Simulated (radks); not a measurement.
The numbers below are computed, except where a source is named.
The carbon anion C4-, [Ne], held by a Watson sphere: a shell of charge +4 at radius R that stands for the Madelung well of a crystal (potential energy -4/R inside, -4/r outside, in hartree with lengths in bohr). Level of theory: non-relativistic Kohn-Sham, LB94 model potential, spin-polarised, spherical densities, point nucleus (a radial shooting solver on a logarithmic mesh with Libxc functionals). Response by self-consistent Sternheimer equations with the Hartree and adiabatic LDA kernel. The sphere does not respond.

R (bohr) = 1.71: e(1s) (eV) -285.08; e(2s) (eV) -21.800; e(2p) (eV) -13.260; <r> 2p (bohr) 1.811; sum of <r^2> (bohr^2) 30.95; X-ray form factor at sin(theta)/lambda = 0.3 1/angstrom 2.789; alpha (bohr^3) 17.35
R (bohr) = 2.16: e(1s) (eV) -285.91; e(2s) (eV) -18.904; e(2p) (eV) -11.178; <r> 2p (bohr) 2.066; sum of <r^2> (bohr^2) 39.70; X-ray form factor at sin(theta)/lambda = 0.3 1/angstrom 2.534; alpha (bohr^3) 29.67
R (bohr) = 2.48: e(1s) (eV) -286.27; e(2s) (eV) -17.246; e(2p) (eV) -9.950; <r> 2p (bohr) 2.242; sum of <r^2> (bohr^2) 46.33; X-ray form factor at sin(theta)/lambda = 0.3 1/angstrom 2.480; alpha (bohr^3) 42.43
R (bohr) = 2.58: e(1s) (eV) -286.34; e(2s) (eV) -16.791; e(2p) (eV) -9.604; <r> 2p (bohr) 2.296; sum of <r^2> (bohr^2) 48.47; X-ray form factor at sin(theta)/lambda = 0.3 1/angstrom 2.475; alpha (bohr^3) 47.30
R (bohr) = 2.78: e(1s) (eV) -286.41; e(2s) (eV) -15.965; e(2p) (eV) -8.960; <r> 2p (bohr) 2.405; sum of <r^2> (bohr^2) 52.89; X-ray form factor at sin(theta)/lambda = 0.3 1/angstrom 2.476; alpha (bohr^3) 58.58
R (bohr) = 2.82: e(1s) (eV) -286.42; e(2s) (eV) -15.813; e(2p) (eV) -8.838; <r> 2p (bohr) 2.426; sum of <r^2> (bohr^2) 53.79; X-ray form factor at sin(theta)/lambda = 0.3 1/angstrom 2.477; alpha (bohr^3) 61.10
R (bohr) = 2.92: e(1s) (eV) -286.43; e(2s) (eV) -15.449; e(2p) (eV) -8.545; <r> 2p (bohr) 2.481; sum of <r^2> (bohr^2) 56.08; X-ray form factor at sin(theta)/lambda = 0.3 1/angstrom 2.482; alpha (bohr^3) 67.84
R (bohr) = 3.05: e(1s) (eV) -286.42; e(2s) (eV) -15.011; e(2p) (eV) -8.185; <r> 2p (bohr) 2.551; sum of <r^2> (bohr^2) 59.12; X-ray form factor at sin(theta)/lambda = 0.3 1/angstrom 2.489; alpha (bohr^3) 77.58
R (bohr) = 3.09: e(1s) (eV) -286.41; e(2s) (eV) -14.884; e(2p) (eV) -8.078; <r> 2p (bohr) 2.573; sum of <r^2> (bohr^2) 60.07; X-ray form factor at sin(theta)/lambda = 0.3 1/angstrom 2.491; alpha (bohr^3) 80.82
